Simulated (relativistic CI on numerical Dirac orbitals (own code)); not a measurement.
How well does a small relativistic CI reproduce F6+?

Calculated at this level of theory: Dirac-Coulomb-Breit CI, separate exchange-only KLI orbitals for each configuration, model QED, valence Slater integrals scaled by 0.9, configuration energies shifted to the measured levels that pair with them (semi-empirical) (own radial code, finite nucleus).

Configuration list (outside the closed core 1s2): 2s, 3s, 3p, 3d, 4s, 4d, 5s, 6s, 7s, 2p, 4p, 4f. Levels of other configurations are missing.

| Configuration | Term (tabulated) | J | Measured (cm⁻¹) | Computed | Error | Purity (%) |
| --- | --- | --- | --- | --- | --- | --- |
| 2s | 2S | 1/2 | 0.0 | 0 | 0 | 100 |
| 3s | 2S | 1/2 | 854625.0 | 854625 | 0 | 100 |
| 3p | 2P° | 1/2 | 885136.0 | 885138 | 2 | 100 |
| 3p | 2P° | 3/2 | 885418.0 | 885416 | -2 | 100 |
| 3d | 2D | 3/2 | 895632.0 | 895634 | 2 | 100 |
| 3d | 2D | 5/2 | 895722.0 | 895720 | -2 | 100 |
| 4s | 2S | 1/2 | 1140416.0 | 1140416 | 0 | 100 |
| 4d | 2D | 3/2 | 1157223.0 | 1157221 | -2 | 100 |
| 4d | 2D | 5/2 | 1157255.0 | 1157257 | 2 | 100 |
| 5s | 2S | 1/2 | 1269826.0 | 1269826 | 0 | 100 |
| 6s | 2S | 1/2 | 1339216.0 | 1339216 | 0 | 100 |
| 7s | 2S | 1/2 | 1380775.0 | 1380775 | 0 | 100 |

Measured levels from Moore, Atomic Energy Levels, vol. I, NSRDS-NBS 35 (1971 reprint of NBS Circular 467, 1949); pairs were made by configuration, J and term (by order where the table uses no LS term), so strongly mixed levels may be paired wrongly. The analysis dates from before 1960.

Mean error by configuration (cm⁻¹): 3s 0; 3p 0; 3d 0; 4s 0; 4d 0; 5s 0; 6s 0; 7s 0. Over the excited levels the mean absolute error is 1 cm⁻¹ (11 of the 11 excited levels that our extract of the source holds in range could be paired), and the median relative error of those above 1,000 cm⁻¹ is 0.00018 %, both after the shifts were fitted to these levels, so that a configuration with one level shows no error.

Configurations whose levels could be paired with our table of measured levels were shifted onto them, all but the ground configuration, by the median error of their levels; single terms can still be off by 1,000 to 2,000 cm⁻¹ or more, and rates follow the energies as ν³ (E1, M1) or ν⁵ (E2). The others borrow a shift and can be off by several thousand cm⁻¹ or more. 11 of the 11 excited levels that our extract of the measured tables holds in this range could be paired (the sources list more); they are missed by 1 cm⁻¹ on average and 2 at most, after the shifts were fitted to these levels, and levels without a partner can miss by more.

Shifts applied (cm⁻¹): 2s 0; 3s 660; 3p 607; 3d 2365; 4s 756; 4d 996; 5s 546; 6s 313; 7s 155.
